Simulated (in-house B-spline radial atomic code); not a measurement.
A calculation on Cl⁴⁺: its settings, and results tabulated from the run. Method: Dirac-Kohn-Sham LDA exchange-only, spherical fractional occupations, Fermi nucleus of rms radius 3.3654 fm. Calculated with a B-spline radial code for spherical atoms.

Command:
```bash
python run_scf.py task.json out
```
Settings (nuclear radius in fm, mass in u):
```
Z                17
configuration    [Ne] 3s2 3p1
hamiltonian      dirac
method           lda,
spin_polarised   False
nucleus          fermi
rms_radius       3.3654
atomic_mass      34.96885
speed_of_light   137.035999084
```

Output (hartree, bohr):
```
 radial grid: 67 intervals, B-splines of order 8, outer radius 14.6809 bohr

 iter        energy (Eh)    residual
    1        -452.168446    3.83e-01
    2        -453.899153    1.79e-01
    3        -454.186204    5.26e-02
    4        -454.214109    1.52e-02
    5        -454.216431    6.75e-03
    6        -454.216894    8.73e-05
    7        -454.216894    2.83e-06
    8        -454.216894    2.34e-08

 total energy                      -454.21689
 kinetic                             457.1586
 electron-nucleus                  -1057.2215
 Hartree                             169.6650
 exchange-correlation                -23.8190

 first-order corrections (not in the total)
   Gaunt                             0.1156
   retardation                      -0.0086
   frequency dependence             -0.0001
   self-energy                       0.0761
   Uehling                          -0.0052
   Wichmann-Kroll                    0.0000
   recoil                            0.0059

 orbital      occ     eigenvalue          <r>       <r^2>       <1/r>       r_max    small
 1s1/2      2.000      -103.0931     0.091205   0.0111918     16.6316     0.05962  3.64e-03
 2s1/2      2.000       -11.5057     0.444364    0.234584     3.31226      0.3623  5.73e-04
 2p1/2      2.000        -9.3502     0.403945    0.203279     3.23305      0.2993  5.55e-04
 2p3/2      4.000        -9.2873      0.40626    0.205461     3.20842      0.3011  5.51e-04
 3s1/2      2.000        -2.6537      1.35548     2.09817     1.03077       1.204  1.21e-04
 3p1/2      0.333        -2.1421      1.44624      2.4175    0.943147       1.266  1.06e-04
 3p3/2      0.667        -2.1344      1.45101     2.43309     0.93907        1.27  1.05e-04

 Slater integrals (Eh)
   F0(3s1/2,3s1/2)               0.663394
   F0(3s1/2,3p1/2)               0.641851
   G1(3s1/2,3p1/2)               0.430056
   F0(3s1/2,3p3/2)               0.640710
   G1(3s1/2,3p3/2)               0.429183
   F0(3p1/2,3p1/2)               0.622624
   F0(3p1/2,3p3/2)               0.621588
   G2(3p1/2,3p3/2)               0.317256
   F0(3p3/2,3p3/2)               0.620558
   F2(3p3/2,3p3/2)               0.316822
```

Run time, properties included: 0.84 s on 1 thread of Arm Neoverse V2 (shared host).

For the Dirac Hamiltonian the kinetic term is c α·p + (β - 1)c².
